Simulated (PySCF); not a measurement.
**Spinor energies of Cu²⁵⁺ (copper, charge +25)**

Start: [He] 2s2. Calculated with PySCF 2.14 in an uncontracted even-tempered set (17 s from 7.8 bohr⁻², ratio 2.4; 11 p from 10 bohr⁻², ratio 2.4; 5 d from 33 bohr⁻², ratio 2.6; 4 f from 49 bohr⁻², ratio 2.6): generalised Hartree-Fock with the X2C-1e Hamiltonian and a Gaussian nucleus; one run each with spin-orbit coupling (SO) switched off, then screened by Boettger's factors.

```csv
spinor shell,electrons,"ε, spin-free (eV)","ε, screened SO (eV)",weight of nominal j (screened SO),"rms radius, screened SO (bohr)"
1s1/2,2,-10768.3,-10768.3,1.000,0.0595
2s1/2,2,-2473.3,-2473.3,1.000,0.233
```

| quantity | spin-free | screened SO |
| --- | --- | --- |
| E (hartree) | -1018.13195 | -1018.13195 |
| M_J | 0 | 0 |
| ⟨J²⟩ | 0.000 | 0.000 |
| ⟨L²⟩ | 0.000 | 0.000 |
| ⟨S²⟩ | 0.000 | 0.000 |

Without spin-orbit coupling the j labels of p, d and f shells carry no meaning; the spin-free column gives the mean over the occupied spinors of each nl shell.
